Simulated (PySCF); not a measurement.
Geometry:
```json
{"atom": "C1", "x (Å)": "-5.204", "y (Å)": "0.468", "z (Å)": "-0.262"}
{"atom": "C2", "x (Å)": "-3.949", "y (Å)": "-0.084", "z (Å)": "0.394"}
{"atom": "C3", "x (Å)": "-2.673", "y (Å)": "0.377", "z (Å)": "-0.300"}
{"atom": "C4", "x (Å)": "-1.418", "y (Å)": "-0.161", "z (Å)": "0.367"}
{"atom": "S5", "x (Å)": "0.030", "y (Å)": "0.406", "z (Å)": "-0.533"}
{"atom": "O6", "x (Å)": "0.140", "y (Å)": "1.853", "z (Å)": "-0.343"}
{"atom": "O7", "x (Å)": "-0.033", "y (Å)": "-0.153", "z (Å)": "-1.884"}
{"atom": "C8", "x (Å)": "1.415", "y (Å)": "-0.364", "z (Å)": "0.311"}
{"atom": "C9", "x (Å)": "2.706", "y (Å)": "0.029", "z (Å)": "-0.385"}
{"atom": "C10", "x (Å)": "3.938", "y (Å)": "-0.571", "z (Å)": "0.280"}
{"atom": "C11", "x (Å)": "5.229", "y (Å)": "-0.188", "z (Å)": "-0.425"}
{"atom": "H12", "x (Å)": "-5.216", "y (Å)": "1.569", "z (Å)": "-0.235"}
{"atom": "H13", "x (Å)": "-6.114", "y (Å)": "0.111", "z (Å)": "0.243"}
{"atom": "H14", "x (Å)": "-5.266", "y (Å)": "0.164", "z (Å)": "-1.319"}
{"atom": "H15", "x (Å)": "-3.984", "y (Å)": "-1.187", "z (Å)": "0.396"}
{"atom": "H16", "x (Å)": "-3.918", "y (Å)": "0.219", "z (Å)": "1.455"}
{"atom": "H17", "x (Å)": "-2.674", "y (Å)": "0.054", "z (Å)": "-1.353"}
{"atom": "H18", "x (Å)": "-2.621", "y (Å)": "1.478", "z (Å)": "-0.311"}
{"atom": "H19", "x (Å)": "-1.388", "y (Å)": "-1.262", "z (Å)": "0.361"}
{"atom": "H20", "x (Å)": "-1.308", "y (Å)": "0.202", "z (Å)": "1.401"}
{"atom": "H21", "x (Å)": "1.243", "y (Å)": "-1.452", "z (Å)": "0.281"}
{"atom": "H22", "x (Å)": "1.383", "y (Å)": "-0.017", "z (Å)": "1.355"}
{"atom": "H23", "x (Å)": "2.648", "y (Å)": "-0.289", "z (Å)": "-1.438"}
{"atom": "H24", "x (Å)": "2.777", "y (Å)": "1.129", "z (Å)": "-0.395"}
{"atom": "H25", "x (Å)": "3.978", "y (Å)": "-0.245", "z (Å)": "1.335"}
{"atom": "H26", "x (Å)": "3.839", "y (Å)": "-1.670", "z (Å)": "0.308"}
{"atom": "H27", "x (Å)": "5.230", "y (Å)": "-0.538", "z (Å)": "-1.469"}
{"atom": "H28", "x (Å)": "5.362", "y (Å)": "0.905", "z (Å)": "-0.444"}
{"atom": "H29", "x (Å)": "6.107", "y (Å)": "-0.624", "z (Å)": "0.075"}
```

Geometry: PBE0-D3(BJ)/def2-SVP; GIAO absolute shieldings from PySCF, gas phase, non-relativistic, averaged over equivalent atoms.

At PBE0/pcSseg-1 (284 basis functions):
```json
{"atoms": "C4/C8", "σ (ppm)": "124.5"}
{"atoms": "C2/C10", "σ (ppm)": "158.7"}
{"atoms": "C3/C9", "σ (ppm)": "161.6"}
{"atoms": "C1/C11", "σ (ppm)": "168.2"}
{"atoms": "S5", "σ (ppm)": "188.9"}
{"atoms": "O6/O7", "σ (ppm)": "137.9"}
{"atoms": "H19/H20/H21/H22", "σ (ppm)": "28.85"}
{"atoms": "H17/H18/H23/H24", "σ (ppm)": "29.45"}
{"atoms": "H15/H16/H25/H26", "σ (ppm)": "30.09"}
{"atoms": "H12/H13/H14/H27/H28/H29", "σ (ppm)": "30.14"}
```

**Question.** Estimate the result of repeating the calculation with HF/pcSseg-1.

**Answer.** 
```
                  atoms  σ at HF/pcSseg-1  change
                  C4/C8             138.8   +14.3
                 C2/C10             168.2    +9.5
                  C3/C9             171.3    +9.7
                 C1/C11             174.9    +6.7
                     S5             221.1   +32.2
                  O6/O7             189.7   +51.8
        H19/H20/H21/H22             29.58   +0.73
        H17/H18/H23/H24             29.91   +0.46
        H15/H16/H25/H26             30.65   +0.56
H12/H13/H14/H27/H28/H29             30.50   +0.36
```

The largest change is at O6/O7 (S=O oxygen). Cost: 284 basis functions. The order of the carbon signals is the same at both levels.
